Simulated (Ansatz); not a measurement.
Start from `[CH3][In]([CH3])[NH2]` and change one atom or group to get `[CH3][In]([NH2])[O][SiH3]`.

Ansatz, PBE0-D4/def2-TZVP geometries, multiplicity 1. Each molecule was computed in one conformer, which needn't be the lowest.

Elements past krypton have def2 core potentials.

```json
{"property": "HOMO–LUMO gap (PBE/def2-TZVPP) / eV", "`[CH3][In]([CH3])[NH2]`": "4.21"}
{"property": "size of the dipole moment (B3LYP/def2-TZVPP) / D", "`[CH3][In]([CH3])[NH2]`": "0.26"}
{"property": "HOMO–LUMO gap (PBE0/def2-TZVPP) / eV", "`[CH3][In]([CH3])[NH2]`": "6.22"}
{"property": "size of the dipole moment (ωB97M-V/def2-TZVPP) / D", "`[CH3][In]([CH3])[NH2]`": "0.31"}
{"property": "HOMO energy (PBE/def2-TZVPP) / eV", "`[CH3][In]([CH3])[NH2]`": "-5.25"}
{"property": "HOMO energy (B3LYP/def2-TZVPP) / eV", "`[CH3][In]([CH3])[NH2]`": "-6.33"}
```

(1) What does the change do to each property? (Estimate.)

Answers

(1) The calculation gave: 
| property | `[CH3][In]([NH2])[O][SiH3]` | shift |
| --- | --- | --- |
| HOMO–LUMO gap (PBE/def2-TZVPP) / eV | 4.18 | -0.03 |
| size of the dipole moment (B3LYP/def2-TZVPP) / D | 3.57 | 3.31 |
| HOMO–LUMO gap (PBE0/def2-TZVPP) / eV | 6.37 | 0.15 |
| size of the dipole moment (ωB97M-V/def2-TZVPP) / D | 3.58 | 3.27 |
| HOMO energy (PBE/def2-TZVPP) / eV | -5.90 | -0.65 |
| HOMO energy (B3LYP/def2-TZVPP) / eV | -7.02 | -0.69 |

With PBE0 the HOMO falls by 0.71 eV and the LUMO falls by 0.56 eV, so the gap widens by about 0.15 eV. PBE moves the HOMO by -0.65 eV and ωB97M-V by -0.68 eV. Dipoles are sizes alone; their direction can turn.

B3LYP here is the variant with VWN-RPA as its local correlation; programs differ in this.
